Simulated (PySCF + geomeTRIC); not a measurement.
Species: C4H6OSi, SMILES `O[SiH]1C=CC=C1` (H–O–Si–C torsion 54°) (charge 0, multiplicity 1).

Task: Give a relaxed geometry from PBE0-D4/def2-TZVP run with PySCF + geomeTRIC.

Result: This is not unique; one that fits is the end point of this relaxation, one of several conformers (outside a Z-matrix the atoms follow the SMILES, hydrogens last).
Z-matrix (Å, degrees):
```
Si
O 1 1.6471
H 2 0.9585 1 116.71
H 1 1.4832 2 104.57 3 179.97
C 1 1.8673 4 112.96 2 -128.30
C 5 1.3399 1 106.73 4 -113.30
H 5 1.0825 6 122.27 1 -177.04
H 6 1.0873 5 123.82 7 0.34
C 6 1.4838 8 119.23 5 179.67
C 9 1.3399 6 116.95 8 -179.70
H 10 1.0825 9 122.27 6 179.32
H 9 1.0873 10 123.82 11 -0.35
```
